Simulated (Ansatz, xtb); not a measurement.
**BrFOSi2: where a starting geometry ends**

The starting geometry of this gas-phase singlet has its atoms placed at random.

| atom | x (Å) | y (Å) | z (Å) |
| --- | --- | --- | --- |
| Br | -1.4281 | 0.5236 | 1.2265 |
| F | 1.3248 | -0.0455 | -1.0157 |
| O | 0.9390 | 0.0467 | 0.9773 |
| Si | -0.7902 | 0.5602 | -1.5785 |
| Si | -0.2311 | -0.6362 | 0.1087 |

One run relaxed it with r2SCAN-D4/def2-SVP. What is a likely outcome?

It ends as a structure with Br1 bridging Si5 and Si4, given below by its coordinates. Distances that change by over a tenth: Br1–Si5 (2.01 → 2.54 Å), F2–Si5 (2.01 → 3.15 Å), Si4–Si5 (2.14 → 2.49 Å). Contacts that close: Br1–Si4 (2.88 → 2.57 Å), F2–Si4 (2.27 → 1.64 Å).

The energy falls by 6.85 eV over 22 steps:

| step | E − E(last) (eV) |
| --- | --- |
| 1 | 6.851 |
| 3 | 2.669 |
| 6 | 0.734 |
| 8 | 0.441 |
| 10 | 0.231 |
| 13 | 0.061 |
| 15 | 0.016 |
| 17 | 0.002 |
| 20 | 0.000 |
| 22 | 0.000 |

Final geometry (Å):

```yaml
atoms:
  - { symbol: Br, position_ang: [-1.5116, 1.0088, 0.5708] }
  - { symbol: F, position_ang: [0.4618, 1.1435, -1.9766] }
  - { symbol: O, position_ang: [0.9624, -1.0445, 2.0290] }
  - { symbol: Si, position_ang: [-0.5560, -0.0660, -1.5566] }
  - { symbol: Si, position_ang: [0.4577, -0.5929, 0.6517] }
```

From the same start GFN2-xTB ends elsewhere, at `O=[Si](Br)[Si]F`.

From so rough a start the end depends on the optimiser's path, so another program may land elsewhere. The end wasn't checked by frequencies. Run with Ansatz 0.2.0, 3.1 min on 1 thread of AMD EPYC (Zen 3) (shared host).
